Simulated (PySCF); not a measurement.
CH7ClO2Si2, SMILES C[Si@@H](O)[Si@H](O)Cl.

Geometry optimised at PBE0-D3(BJ)/def2-SVP. The structure was generated by enumeration; whether it is a known compound was not checked. Other conformers were not sampled.

Method: PBE/def2-TZVP in PySCF.

Gas-phase values at a fixed geometry.

* **total energy**: -1231.51867 hartree
* **highest occupied level**: -6.49 eV
* **lowest empty level**: -1.42 eV
* **orbital gap**: 5.07 eV
* **dipole moment**: 3.84 D
* **quadrupole, principal values (traceless, Buckingham form, about the centre of nuclear charge)**: -7.39, -1.44, 8.83 D·Å
* **mean static polarisability**: 86.0 bohr³ (12.74 Å³)
* **polarisability, principal values**: 75.8, 79.9, 102.3 bohr³
